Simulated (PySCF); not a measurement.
## Unknowns

Calculated, not measured (PySCF 2.14.0 with density-fitted response routines): shielding tensors at PBE0/pcSseg-1 (GIAO), coordinates at the GFN2-xTB level. Rapidly exchanging positions averaged, a single conformation, no solvent, no relativistic terms.

Referencing at the same level of theory: TMS for $^{1}$H (σ = 31.72 ppm) and $^{13}$C (σ = 186.93 ppm). Splittings of carbon signals by F and P are missing where no couplings were computed. Where no couplings were computed, multiplicities follow the n + 1 count of equivalent neighbours, and m marks all less simple cases (inequivalent or close neighbours, rings, F or P nearby). Shifts are as computed. Against solution values, carbons near 30 ppm lie about +3 ppm off and those near 130 ppm about +5 ppm. Of 1211 compounds with measured shifts, 218 miss one by over three times the rms of a fit or turn the order of signals round; such compounds aren't used in these exercises.

Q: C$_{6}$H$_{10}$Si$_{2}$. $^{1}$H NMR (600 MHz, computed): δ 7.85 (s, 4H), 4.55 (s, 6H). $^{13}$C{$^{1}$H} NMR (computed): δ 140.6 (CH), 136.7 (C). Identify the compound.

A: `[SiH3]c1ccc([SiH3])cc1`. The formula gives 4 degrees of unsaturation (1 ring in the answer). 2 carbon signals for 6 carbons: some carbons are equivalent by symmetry or fast rotation. Carbon types of the structure: 2 × C, 4 × CH, leaving 6 H on heteroatoms. δC 140.6: aromatic CH. δC 136.7: substituted aromatic carbon. δH 7.85: hydrogen on an aromatic CH; aromatic region. δH 4.55: hydrogen on a silicon bonded to C.

This is the structure that produced the data.

Q: C$_{7}$H$_{6}$NOP. $^{1}$H NMR (400 MHz, computed): δ 8.58 (m, 1H), 8.37 (m, 1H), 4.08 (s, 3H), 2.80 (s, 1H). $^{13}$C{$^{1}$H} NMR (computed): δ 170.9 (C), 149.5 (CH), 149.4 (C), 143.3 (CH), 89.3 (C), 86.3 (CH), 55.5 (CH3). Identify the compound.

A: `InChI=1S/C7H6NOP/c1-3-6-4-10-5-7(8-6)9-2/h1,4-5H,2H3`. 7 carbon signals for 7 carbons: no two carbons are equivalent. Carbon types of the structure: 3 × C, 3 × CH, 1 × CH3, which accounts for all hydrogens. δC 170.9: aromatic carbon bearing oxygen; the electronegative substituent deshields the carbon that carries it. δC 89.3: alkyne carbon; sp carbons lie upfield of alkene carbons because the cylindrical π system leaves one tensor component strongly shielded. δC 86.3: terminal alkyne carbon; sp carbons lie upfield of alkene carbons because the cylindrical π system leaves one tensor component strongly shielded. δH 8.58, 8.37: hydrogen on an aromatic CH; it sits in the deshielding region of the aromatic ring current.

This is the structure that produced the data.
